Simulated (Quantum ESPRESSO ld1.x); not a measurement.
The numbers below are computed, except where a source is named.
Task: All-electron atom: Ca6+ in [Ne] 3s2 3p2. Code: ld1.x of Quantum ESPRESSO 7.5. Model: scalar-relativistic Kohn-Sham, relativistic LDA (MacDonald-Vosko exchange, VWN5 correlation), spin-unpolarised, spherical densities, point nucleus. Some entries of the table are withheld. Estimate them.

orbital,occ.,eigenvalue (Ry),<r^2> (bohr^2),r(max) (bohr)
1s,2,-297.1296,0.007993,0.050
2s,2,(1),0.1568,0.300
2p,6,-32.4780,0.1314,0.246
3s,2,-10.0304,1.248,0.942
3p,2,-8.5196,1.352,0.965
3d,0,-6.2724,1.460,(2)
4s,0,-4.2262,5.553,2.15
4p,0,-3.7185,(3),2.29

Result: 
(1) 2s eigenvalue (Ry): -38.1649
(2) 3d r(max) (bohr): 0.912
(3) 4p <r^2> (bohr^2): 6.301
